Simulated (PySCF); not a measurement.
## B97-3 on Tl²⁺ (thallium, charge +2)

Configuration: [Xe] 4f14 5d10 6s1, 2S determinant. Computed with PySCF 2.14 in aug-cc-pVQZ-PP with one added diffuse shell each of s, p, d, f, g type with ECP60MDF (8s8p6d4f3g, 117 functions), with a scalar-relativistic core potential.

```
Total energy                : -171.6001 hartree
One-electron energy         : -288.0635 hartree
Hartree (Coulomb) energy    : 130.9892 hartree
Exchange-correlation energy : -14.5257 hartree
⟨S²⟩                        : 0.7503
⟨L²⟩                        : 0.000
Sum of ⟨r⟩                  : 24.09 bohr
Sum of ⟨r²⟩                 : 36.34 bohr²
Time after the integrals    : of the order of 5 core-seconds
```

```tsv
shell	electrons	mean orbital energy (eV)	rms radius, mean of both spins (bohr)
5s α	1	-155.73	0.945
5s β	1	-155.53	0.945
5p α	3	-100.16	1.08
5p β	3	-100.03	1.08
5d α	5	-35.533	1.48
5d β	5	-35.203	1.48
6s α	1	-26.477	2.41
```

Energies and moments cover only the electrons outside the core potential. Spin-orbit coupling, which splits the p, d and f shells strongly at this Z, is absent.
